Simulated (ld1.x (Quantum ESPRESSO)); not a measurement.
## An all-electron radial function and its pseudo partner (He)

Columns: radius, all-electron u(r) and pseudo u(r) of the 1s shell (level -15.76 eV) of helium in the configuration 1s2; PBE, non-relativistic, PAW scheme, ld1.x (Quantum ESPRESSO) 7.5.

```
r (bohr)  all-electron  pseudo
   0.025        0.1144  0.0894
   0.050        0.2175  0.1775
   0.075        0.3103  0.2632
   0.100        0.3936  0.3453
   0.125        0.4682  0.4228
   0.150        0.5347  0.4951
   0.175        0.5938  0.5613
   0.200        0.6462  0.6212
   0.225        0.6925  0.6745
   0.250        0.7331  0.7212
   0.275        0.7685  0.7616
   0.300        0.7993  0.7959
   0.325        0.8257  0.8247
   0.350        0.8482  0.8485
   0.375        0.8672  0.8679
   0.400        0.8829  0.8836
   0.425        0.8956  0.8961
   0.450        0.9057  0.9058
   0.475        0.9133  0.9133
   0.500        0.9186  0.9186
   0.525        0.9220  0.9220
   0.550        0.9235  0.9235
   0.575        0.9234  0.9234
   0.600        0.9217  0.9217
   0.625        0.9188  0.9188
   0.650        0.9146  0.9146
```

**Question.** How many radial nodes do the two functions have?

**Answer.** The all-electron 1s function has n − l − 1 = 0; the pseudo-wave has 0.

**Question.** At about which radius was the pseudo-wave matched?

**Answer.** 0.50 bohr. The columns agree to 0.0005 from 0.45 bohr on; several derivatives are matched, so the curves merge somewhat inside the radius.

**Question.** Is the pseudo-wave norm-conserving?

**Answer.** No, it belongs to a PAW set: the norm inside the radius is not constrained, and the difference is carried by the augmentation charge.
